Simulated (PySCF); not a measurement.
CH3Be, SMILES [Be+][CH3], charge +1. Atoms are numbered in the order given.

```xyz
5

Be     0.0000     0.0000    -1.2282
C      0.0000     0.0000     0.4255
H      0.8944     0.5164     0.7866
H      0.0000    -1.0328     0.7866
H     -0.8944     0.5164     0.7866
```
Charge +1, spin multiplicity 1.

Geometry: B3LYP-D3(BJ)/def2-TZVPD. The spin state was assumed, not searched. The isomer is the one that the SMILES or the coordinates give; other isomers of the formula were not compared.

Two levels are set side by side: PBE/pcJ-1 (PySCF) and PBE0/pcJ-1 (PySCF). One-bond couplings, all four terms, same geometry. Isotopes: 13C, 1H, 9Be. Differences are taken from unrounded values.

```tsv
quantity	PBE0
¹J(C2,H3) (Hz)	135.8
¹J(C2,H4) (Hz)	135.8
¹J(C2,H5) (Hz)	135.8
```

Task: What does PBE give, and how far is it from PBE0? (An estimate is asked for; the answer gives what the named calculation found.)

Result: 
```json
[
 {"quantity": "¹J(C2,H3) (Hz)", "PBE": "133.6", "PBE minus PBE0": "-2.2"},
 {"quantity": "¹J(C2,H4) (Hz)", "PBE": "133.6", "PBE minus PBE0": "-2.2"},
 {"quantity": "¹J(C2,H5) (Hz)", "PBE": "133.6", "PBE minus PBE0": "-2.2"}
]
```

On these quantities the two levels nearly agree.

Rough cost on one machine, each run with all the roots and properties that it gave: PBE0 against PBE within a factor of 2.
